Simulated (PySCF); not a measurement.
# C²⁺: excitation energy

C²⁺ [He] 2s2 (1S) → C²⁺ [He] 2s1 3d1 (3D), as a difference of total energies. Computed with PySCF 2.14 in dyall-acv3z (15s9p4d2f, 76 functions), with scalar relativity by spin-free X2C-1e. Correlated levels: valence: 1s2 frozen; virtual orbitals above 40 to 60 times the deepest correlated orbital energy dropped. The calculations carry no spin-orbit coupling.

```csv
method,excitation energy (eV)
UHF,31.734
MP2 (valence),32.828
SCS-MP2 (valence),33.165
CCSD (valence),33.477
```

Question: How much does correlation contribute at MP2 (valence)?

Answer: 32.828 − (31.734) = 1.094 eV, measured against UHF.

The promoted electron is Rydberg-like, and one or two diffuse shells describe it only roughly, which tends to raise the upper state.

With two correlated electrons CCSD is exact in that space.
